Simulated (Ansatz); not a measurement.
CH8AlNSi, SMILES `CN[SiH2][AlH2]`. The species carries charge 0 and has multiplicity 1.

```xyz
12

C    -0.492   -0.954    1.485
N     0.687   -0.891    0.647
Si    0.592   -0.311   -0.983
Al   -0.333    1.965   -1.306
H    -0.315   -1.592    2.355
H    -1.314   -1.408    0.923
H    -0.840    0.024    1.847
H     1.523   -0.654    1.159
H    -0.230   -1.283   -1.770
H     1.983   -0.360   -1.525
H    -0.586    2.554   -2.766
H    -0.675    2.909   -0.067
```

(1) Give the diagnostics of a CCSD(T)/def2-TZVPP run (frozen core, Ansatz 0.2.0). (Best estimate.)

Results:

(1) The calculation gave: T1 = 0.0111, largest single amplitude 0.013, largest double 0.028, (T) share of the correlation energy 3.4 %, 10 CCSD cycles. The RHF solution is stable towards an unrestricted one. T1 lies under the customary mark of 0.02 for closed shells.
